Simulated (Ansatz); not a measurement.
System: NbF2 (charge 0, quartet). The spin state was set by rule; other spins were not relaxed. SMILES: [Nb]([F])[F]
Coordinates optimised at B3LYP-D3(BJ)/def2-TZVP (Ansatz, a first-principles code):
```
Nb
F 1 1.8860
F 1 1.8860 2 166.47
```
Charge 0, spin multiplicity 4.

Wanted: vertical ionisation energy (to the triplet state of charge +1; each state is the SCF solution reached for its spin), in eV. Correlated levels leave the core frozen unless marked. UHF or UKS for open shells. Spin-orbit coupling is left out. The frozen core is the preceding noble-gas configuration, with the filled d and f shells of earlier blocks. Past Kr the def2 sets carry scalar-relativistic core potentials. CBS marks a two-point X^-3 extrapolation of the correlation energy; Hartree-Fock from the larger set. [CCSD(T)-MP2]/basis is that difference in the basis named.

```json
[
 {"level": "HF/def2-SVPD", "program": "Ansatz", "vertical ionisation energy (eV)": "8.00", "minus last row": "-0.16"},
 {"level": "HF/def2-QZVPPD", "program": "Ansatz", "vertical ionisation energy (eV)": "7.91", "minus last row": "-0.25"},
 {"level": "r2SCAN/def2-TZVPD", "program": "Ansatz", "vertical ionisation energy (eV)": "8.56", "minus last row": "0.40"},
 {"level": "B3LYP/def2-TZVPD", "program": "Ansatz", "vertical ionisation energy (eV)": "8.38", "minus last row": "0.22"},
 {"level": "CAM-B3LYP/def2-TZVPD", "program": "Ansatz", "vertical ionisation energy (eV)": "8.34", "minus last row": "0.18"},
 {"level": "wB97M-V/def2-TZVPD", "program": "Ansatz", "vertical ionisation energy (eV)": "8.14", "minus last row": "-0.02"},
 {"level": "B2PLYP/def2-TZVPD", "program": "Ansatz", "vertical ionisation energy (eV)": "8.14", "minus last row": "-0.02"},
 {"level": "MP2/def2-TZVPPD", "program": "Ansatz", "vertical ionisation energy (eV)": "8.05", "minus last row": "-0.11"},
 {"level": "RI-MP2/def2-TZVPPD", "program": "Ansatz", "vertical ionisation energy (eV)": "8.05", "minus last row": "-0.11"},
 {"level": "RI-MP2/def2-QZVPPD", "program": "Ansatz", "vertical ionisation energy (eV)": "8.05", "minus last row": "-0.11"},
 {"level": "SCS-MP2/def2-SVPD", "program": "Ansatz", "vertical ionisation energy (eV)": "7.90", "minus last row": "-0.26"},
 {"level": "CCSD/def2-SVPD", "program": "Ansatz", "vertical ionisation energy (eV)": "8.19", "minus last row": "0.03"},
 {"level": "CCSD/def2-TZVPPD", "program": "Ansatz", "vertical ionisation energy (eV)": "8.19", "minus last row": "0.03"},
 {"level": "RI-MP2/CBS(def2-TZVPPD,def2-QZVPPD)+[CCSD(T)-MP2]/def2-SVPD", "program": "Ansatz", "vertical ionisation energy (eV)": "8.17", "minus last row": "0.01"},
 {"level": "RI-MP2/CBS(def2-TZVPPD,def2-QZVPPD)+[CCSD(T)-MP2]/def2-TZVPPD", "program": "Ansatz", "vertical ionisation energy (eV)": "8.16", "minus last row": "0.00"}
]
```
